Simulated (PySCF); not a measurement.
## Excitation energy of Au²⁺ by level of theory

Au²⁺ [Xe] 4f14 5d9 (2D) → Au²⁺ [Xe] 4f14 5d8 6p1 (high-spin determinant), as a difference of total energies. Computed with PySCF 2.14 in aug-cc-pwCVDZ-PP with ECP60MDF, with scalar relativity through the core potential. Correlated levels: valence: 5s2 5p6 frozen. The calculations carry no spin-orbit coupling.

| method | excitation energy (eV) |
| --- | --- |
| UHF | 11.929 |
| MP2 (valence) | 12.771 |
| SCS-MP2 (valence) | 12.868 |
| CCSD (valence) | 12.558 |
| CCSD(T) (valence) | 12.541 |

How much does correlation contribute at CCSD(T) (valence)?

12.541 − (11.929) = 0.612 eV, measured against UHF.

The determinant of the upper state mixes LS terms, which raises its energy above the lowest term, most at the Hartree-Fock and MP2 levels.
